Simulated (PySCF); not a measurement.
Structure problem from calculated spectra and properties.

Elements present: C and H. Monoisotopic mass: 184.1252 u.

* Rotational structure: rotational constants A, B, C: 1.099, 0.429, 0.329 GHz [PBE0-D3(BJ)/def2-SVP]
* Dipole: 0.46 D [wB97X-D/def2-SVPD]
* 13C NMR: chemical shifts (computed TMS as zero) by class: 145.1 (1 C), 137.4 (1 C), 135.2 (1 C), 134.7 (1 C), 132.5 (1 C), 131.8 (1 C), 131.1 (1 C), 130.9 (1 C), 130.8 (1 C), 129.3 (1 C), 38.3 (1 C), 38.0 (1 C), 27.4 (1 C), 16.5 (1 C) ppm [GIAO PBE0/pcSseg-1]
* Triplet: lowest triplet excitation (Tamm–Dancoff): 3.08 eV [TDA wB97X-D/def2-SVPD]
* UV, strongest line: among the 10 lowest singlet transitions: S3 at 5.98 eV (207 nm, f = 1.068) [TDDFT wB97X-D/def2-SVPD]
* 1H NMR: chemical shifts (computed TMS as zero) by class: 8.16 (1 H), 7.96 (1 H), 7.83 (1 H), 7.68 (1 H), 7.63 (1 H), 7.58 (1 H), 7.51 (1 H), 2.93 (2 H), 1.45 (2 H), 1.42 (2 H), 1.04 (3 H) ppm [GIAO PBE0/pcSseg-1]
* Polarisability: 166.9 au [wB97X-D/def2-SVPD]

The electronic properties come from PySCF, for the isolated species, density fitting. Levels stand in brackets. NMR shifts are as computed; neighbouring signals can stand in another order in a measured spectrum. One conformer (not necessarily the lowest) at the PBE0-D3(BJ)/def2-SVP geometry, without solvent, vibrations or thermal averaging. Each NMR value is the plain mean over a class of atoms that symmetry, rotation or inversion makes alike.

Problem. Which formula fits the mass and the elements?

Solution. C14H16 (calculated 184.1252). No other formula that holds each of these elements comes within 0.0003 u with a fitting electron parity and a possible valence count.

Problem. Give a SMILES that accounts for the data.

Solution. Numbering: `[CH3:1][CH2:2][CH2:3][CH2:4][c:5]1[cH:6][cH:7][cH:8][c:9]2[cH:10][cH:11][cH:12][cH:13][c:14]12`. Its formula, C14H16, gives 7 degrees of unsaturation: 2 rings and 5 π bonds in the structure found (Kekulé form). 14 carbons fall into 14 classes; from least to most shielded: substituted aromatic carbon [C5] (145.1 ppm), ring-fusion aromatic carbon [C9] (137.4 ppm), ring-fusion aromatic carbon [C14] (135.2 ppm), aromatic CH carbon [C10] (134.7 ppm), aromatic CH carbon [C8] (132.5 ppm), aromatic CH carbon [C6] (131.8 ppm), aromatic CH carbon [C7] (131.1 ppm), aromatic CH carbon [C12] (130.9 ppm), aromatic CH carbon [C11] (130.8 ppm), aromatic CH carbon [C13] (129.3 ppm), chain CH2 carbon [C3] (38.3 ppm), benzylic-type carbon [C4] (38.0 ppm); 2 more classes are left out. Hydrogen classes from least to most shielded: 1 H on an aromatic CH carbon, C13 (8.16 ppm), 1 H on an aromatic CH carbon, C10 (7.96 ppm), 1 H on an aromatic CH carbon, C8 (7.83 ppm), 1 H on an aromatic CH carbon, C12 (7.68 ppm), 1 H on an aromatic CH carbon, C11 (7.63 ppm), 1 H on an aromatic CH carbon, C7 (7.58 ppm), 1 H on an aromatic CH carbon, C6 (7.51 ppm), 2 H on a benzylic-type carbon, C4 (2.93 ppm, a mean of values up to 0.7 ppm apart in this geometry), 2 H on a chain CH2 carbon, C3 (1.45 ppm), 2 H on a chain CH2 carbon, C2 (1.42 ppm), 3 H on a methyl carbon, C1 (1.04 ppm). The optimised geometry has point group C1 and is an asymmetric top. Structure: 1-butylnaphthalene, `CCCCc1cccc2ccccc12`. The assignments are read from this structure; whether some other isomer fits the data as well wasn't checked.

The values belong to the conformer `[CH3:1][CH2:2][CH2:3][CH2:4][c:5]1[cH:6][cH:7][cH:8][c:9]2[cH:10][cH:11][cH:12][cH:13][c:14]12`: C1–C2–C3–C4 179°, C2–C3–C4–C5 179°, C3–C4–C5–C6 98°.
